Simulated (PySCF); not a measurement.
CBrF2, SMILES [C](F)(Br)F (connectivity only; charge and spin as stated), charge +1, multiplicity 1. Atoms are numbered in the order given.

```xyz
4

F      0.0000     1.0600    -1.5258
C      0.0000     0.0000    -0.8576
F      0.0000    -1.0600    -1.5258
Br     0.0000     0.0000     0.9317
```
Charge +1, spin multiplicity 1.

Coordinates come from a B3LYP-D3(BJ)/def2-SVP optimisation. The spin state was assumed, not searched. The isomer is the one that the SMILES or the coordinates give; other isomers of the formula were not compared.

These are PySCF with PBE/def2-TZVPD values and carry that method's errors.

Symmetry labels are those of the subgroup C2v that the program uses (full group C2v).

Computed valence orbital energies around the gap with their symmetry:
```csv
orbital,symmetry,energy (eV)
HOMO−7,B2,-23.01
HOMO−6,B1,-21.71
HOMO−5,A1,-21.61
HOMO−4,A2,-19.14
HOMO−3,B2,-18.56
HOMO−2,A1,-18.21
HOMO−1,B1,-15.57
HOMO,B2,-14.91
LUMO,B1,-10.99
LUMO+1,A1,-8.39
LUMO+2,A1,-5.57
LUMO+3,B2,-4.34
```
